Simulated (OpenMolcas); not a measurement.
## d4 ions of charge +4 down a group with 6 fluoride ligands in octahedral coordination

| Item | Value |
| --- | --- |
| Program | OpenMolcas 26.06 |
| Method | SS-CASPT2, IPEA 0.25 Eh, imaginary shift 0.1 Eh |
| Spin-orbit coupling | RASSI with atomic mean-field integrals over the reference wave functions |

The d shell is active; CASPT2 correlates the ligand valence shells and the outer metal core. Anionic complexes are neutralised by point charges behind the ligands. Distances were set from a Shannon-type radius of the metal (high-spin where two are listed) plus a fixed donor radius (F 1.31 Å). Ligand basis ANO-RCC-VDZP, DKH2 Hamiltonian. States (labels of O, the rotations of Oh). Energies in cm-1 above the lowest state or level, χT in cm3 K/mol; under a threefold ground state the first gap can be a small split of the lowest multiplet, not the spin-orbit step. Spin-only χT is S(S+1) / 2 for the spin of the ground state.

```json
{"Ion": "Fe4+", "Shell": "3d4", "R (Å)": "1.9", "Metal basis": "ANO-RCC-VTZP", "Outer charge (e at Å behind ligand)": "0.33 at 2.8", "Ground state": "3T1", "First state of that spin": "3E 14590", "First gap with spin-orbit (degeneracies)": "270 (1, 3)", "χT at 300 K": "1.713", "First state of another spin": "5E 3080", "Spin-only χT": "1.000"}
{"Ion": "Ru4+", "Shell": "4d4", "R (Å)": "1.93", "Metal basis": "ANO-RCC-VTZP", "Outer charge (e at Å behind ligand)": "0.33 at 3.2", "Ground state": "3T1", "First state of that spin": "3E 25070", "First gap with spin-orbit (degeneracies)": "810 (1, 3)", "χT at 300 K": "0.998", "First state of another spin": "1T2 6570", "Spin-only χT": "1.000"}
{"Ion": "Os4+", "Shell": "5d4", "R (Å)": "1.94", "Metal basis": "ANO-RCC-VDZP", "Outer charge (e at Å behind ligand)": "0.33 at 2.6", "Ground state": "3T1", "First state of that spin": "3E 29780", "First gap with spin-orbit (degeneracies)": "4290 (1, 3)", "χT at 300 K": "0.166", "First state of another spin": "1T2 7170", "Spin-only χT": "1.000"}
```

The rows also differ in their metal basis and outer charges, so part of each step comes from that.

Below the highest spin of the shell: Fe4+, Ru4+, Os4+. χT departs most from the spin-only value for Os4+, by -0.834 cm3 K/mol.

Roots that are degenerate in the reference are averaged as groups; the widest CASPT2 spread within a group is 1500 cm-1 (the 2-fold group of multiplicity 1 near 45700 cm-1 above the lowest state of its run, Fe4+). Shifts and gaps below about the spread of the groups concerned are not significant. Over all roots computed the reference weight is 0.59 to 0.66 in Fe4+, 0.66 to 0.69 in Ru4+, 0.69 to 0.71 in Os4+; the roots of lowest weight are the least certain, and an intruder state may touch them. Ligand-to-metal charge-transfer states are missing. With no ligand orbital active B as a rule stays too high, so bands that hang on it stand too high and its fall with covalency is understated. With one d shell and no ligand orbital active, 10Dq can be off by a tenth or more. An orbital triplet at a regular site is open to Jahn-Teller coupling, which can distort the site and quench the lowest spin-orbit gaps and is left out (holds for Fe4+; Ru4+). This shell can be high or low spin here, a state of another spin lies low, and with metal d orbitals alone active their balance is uncertain, so the ground spin may be wrong, although the usual error favours high spin (holds for Fe4+; Ru4+). The least metal-like active orbital is 78 % on the metal (Löwdin) and no ligand orbital is active, so the numbers are rough (holds for Fe4+). The least metal-like active orbital is 76 % on the metal (Löwdin) and no ligand orbital is active, so the numbers are rough (holds for Ru4+). The least metal-like active orbital is 74 % on the metal (Löwdin) and no ligand orbital is active, so the numbers are rough (holds for Os4+). No measured value stands beside these numbers; the geometry was imposed, not optimised, and the real ion may take another.
